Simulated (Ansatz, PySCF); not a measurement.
Species: sum formula SiH₂S₂Cl₂, charge 0, multiplicity 1. 
Structure (B3LYP-D3(BJ)/def2-TZVP (Ansatz, an electronic-structure program) minimum search):
```
Si
Cl 1 2.0503
Cl 1 2.0561 2 107.41
S 1 2.1199 2 105.31 3 -120.88
H 4 1.3459 1 93.50 2 179.38
S 1 2.1232 2 113.05 3 120.65
H 6 1.3457 1 94.50 2 -78.77
```
Charge 0, spin multiplicity 1.

PBE beside other levels, property by property. Correlated levels leave the core frozen unless marked. Open shells are spin-unrestricted. No spin-orbit coupling. Non-relativistic. CBS marks a two-point X^-3 extrapolation of the correlation energy; Hartree-Fock from the larger set (for Q and 5 zeta extrapolated as (X+1)exp(-9√X)). The bracket is a focal-point correction in the basis named. Rows marked 298 K are enthalpies with B3LYP-D3(BJ) harmonic zero-point and thermal terms from PySCF. Atomisation energies are electronic, to ground-state atoms; the column to compare with has the core term from cc-pwCVTZ added, other frozen-core levels have none. Vertical energies are electronic, to the SCF solution reached for that spin. The coupled-cluster column (Ansatz) is a level with limits of its own: (a) RI-MP2/CBS(aug-cc-pV(T+d)Z,aug-cc-pV(Q+d)Z)+[CCSD(T)-MP2]/aug-cc-pV(T+d)Z; (b) CCSD(T)/CBS(aug-cc-pV(T+d)Z,aug-cc-pV(Q+d)Z); (c) CCSD(T)/CBS(cc-pV(T+d)Z,cc-pV(Q+d)Z); (d) CCSD(T)/CBS(cc-pV(Q+d)Z,cc-pV(5+d)Z).

| property | r2SCAN-D4/def2-TZVPD (Ansatz + dftd4) | CAM-B3LYP/def2-TZVPD (Ansatz) | wB97M-V/def2-TZVPD (Ansatz) | coupled cluster |
|---|---|---|---|---|
| atomisation energy (kcal/mol) | 528.6 | 505.7 | 528.3 | 528.1 (d) |
| vertical ionisation energy to the doublet (eV) | 9.74 | 10.24 | 10.32 | 10.45 (a) |
| S-Si bond dissociation enthalpy, 298 K, to [SH] (HS) + S[Si](Cl)Cl (kcal/mol) | 84.3 | 81.5 | 89.9 | 90.3 (b) |
| proton affinity at S, enthalpy at 298 K, to S[Si]([SH2+])(Cl)Cl (kcal/mol) | 180.0 | 177.7 | 176.4 | 177.4 (c) |
| vertical triplet-singlet gap (eV) | 5.38 | 5.62 | 5.79 | 5.87 (a) |
| Cl-Si bond dissociation enthalpy, 298 K, to S[Si](S)Cl + Cl atom (kcal/mol) | 105.1 | 102.1 | 110.1 | 110.3 (c) |

What does PBE/def2-TZVPD (Ansatz) give for each property, and on which side of coupled cluster does it fall?


- atomisation energy: PBE lies 4.1 kcal/mol below coupled cluster; PBE gives 524.0 kcal/mol.
- vertical ionisation energy to the doublet: PBE lies 0.93 eV below coupled cluster; PBE gives 9.52 eV.
- S-Si bond dissociation enthalpy, 298 K, to [SH] (HS) + S[Si](Cl)Cl: PBE lies 7.4 kcal/mol below coupled cluster; PBE gives 82.9 kcal/mol.
- proton affinity at S, enthalpy at 298 K, to S[Si]([SH2+])(Cl)Cl: PBE lies 3.1 kcal/mol above coupled cluster; PBE gives 180.5 kcal/mol.
- vertical triplet-singlet gap: PBE lies 0.78 eV below coupled cluster; PBE gives 5.09 eV.
- Cl-Si bond dissociation enthalpy, 298 K, to S[Si](S)Cl + Cl atom: PBE lies 7.5 kcal/mol below coupled cluster; PBE gives 102.8 kcal/mol.
